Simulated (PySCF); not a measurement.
Constitutional and geometric isomers with formula CH5BSi. Gas-phase values, no solvent. One relaxed conformer stands for each flexible species; it need not be the lowest. Strings in code marks are SMILES.

Level of theory: PBE-D3(BJ)/def2-TZVP // r2SCAN-D4/def2-TZVP (PySCF 2.14.0). Excitations are Tamm–Dancoff values on a coarser integration grid. The basis has no diffuse functions, so Rydberg states are missing or too high.

| species | brightest of the four lowest singlets (TDA) (eV) | T1 excitation (TDA) (eV) |
|---|---|---|
| `[H]/B=[SiH]/C` | ___ | 0.49 |
| `[SiH](=C)B` | ___ | 1.55 |
| `C=B[SiH3]` | 5.87 | 2.41 |
| `CB=[SiH2]` | 4.57 | 1.31 |

Problem. Fill in the missing entries.

Solution. 
- `[H]/B=[SiH]/C`, brightest of the four lowest singlets (TDA) (eV): 4.65
- `[SiH](=C)B`, brightest of the four lowest singlets (TDA) (eV): 4.02
